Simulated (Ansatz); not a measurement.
SnPH7S, closed shell: at a first-order saddle point.

Input (in.yaml):

```yaml
crystal:
  periodic: [false, false, false]
  atoms:
    - {symbol: Sn, position_ang: [-1.350281, -0.078800, 0.284776]}
    - {symbol: S, position_ang: [0.904786, -1.213435, 1.257230]}
    - {symbol: H, position_ang: [-1.991807, -1.023617, -0.975588]}
    - {symbol: H, position_ang: [-2.092782, -0.613677, 1.752496]}
    - {symbol: H, position_ang: [-1.578410, 1.615382, 0.284626]}
    - {symbol: H, position_ang: [1.047624, -0.415335, -0.051925]}
    - {symbol: P, position_ang: [0.669427, 0.678419, -1.595929]}
    - {symbol: H, position_ang: [1.157514, -0.097394, 1.961057]}
    - {symbol: H, position_ang: [1.637960, 1.474053, -0.927198]}
    - {symbol: H, position_ang: [1.596170, -0.325596, -1.989645]}
basis:
  gaussian: {orbitals: def2-TZVPP}
hamiltonian: {xc: pbe, dispersion: d4}
```

Run by:

```bash
ansatz run in.yaml --threads 3 --pin off --events-out ev --progress --plain --max-ram 6092MiB
```

Output of Ansatz 0.2.0:

```
Functional definition: PBE
  name "PBE"
  cite "Perdew, Burke & Ernzerhof, Phys. Rev. Lett. 77, 3865 (1996) doi:10.1103/PhysRevLett.77.3865"
  parent pbe
  parameter kappa = 0.804
  parameter beta = 0.06672455060314922
  exchange = pbe_x(kappa = kappa, mu = beta*pi^2/3)
  correlation = pbe_c(beta = beta)
1372 factors; their error is unknown
mean field evaluation 1: about -26056.3921 eV, gradient 2.8e1 eV
mean field evaluation 2: about -26053.5643 eV, gradient 4.0e1 eV
mean field evaluation 4: about -26058.8318 eV, gradient 4.4e0 eV
mean field evaluation 8: about -26058.8921 eV, gradient 1.9e-1 eV
mean field evaluation 16: about -26058.8696 eV, gradient 6.1e-5 eV
mean field -26058.86956070 eV, -957.6457930194 hartree, gradient 4.4e-5 eV, S^2 0.000000; 0 other end points of the search recorded, 0 dependent functions left out
reference -26058.86961141 eV, -957.6457948831 hartree; 30, 30 occupied and 202, 202 virtual orbitals, 1372 factors
Total energy: -26059.13174085 eV, -957.6554279624 hartree
```

The run took about 2.9 s on 3 CPU threads of an Intel Xeon (shared host).
